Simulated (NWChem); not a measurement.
A series in which one site is exchanged, each optimised at PBE0/def2-SVP with NWChem, gas phase unless a solvent is named. For some, no frequency run checked for a minimum. def2 effective core potentials on Y, Sb; no spin-orbit coupling.

A: [Sc]([Cl])([F])[F] (ScClF2; site = Sc)
B: [F][Y]([F])[Cl] (YClF2; site = Y)
C: FB(F)Cl (BClF₂; site = B)
D: [F][Sb]([F])[Cl] (SbClF2; site = Sb)

### Question
Rank them by vertical ionisation energy, ΔSCF, CAM-B3LYP/def2-SVP (eV), lowest first.

### Answer
D (11.47), B (11.59), A (11.80), C (12.83)
